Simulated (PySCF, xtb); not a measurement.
C₃H₉Si, SMILES C[Si](C)C (connectivity only; charge and spin as stated), charge +1, multiplicity 1.

GFN2-xTB (xtb) at its own geometry gives an orbital gap of 4.27 eV.

The structure is a stationary point at ωB97X-D3(BJ)/def2-SVP. The multiplicity is an assumed one; no other spin state was optimised. The isomer is the one that the SMILES or the coordinates give; other isomers of the formula were not compared.

What does B3LYP/def2-TZVP run with PySCF give? (An estimate is asked for; the answer gives what the named calculation found.)

gap 6.82 eV (levels -14.44 and -7.62 eV).
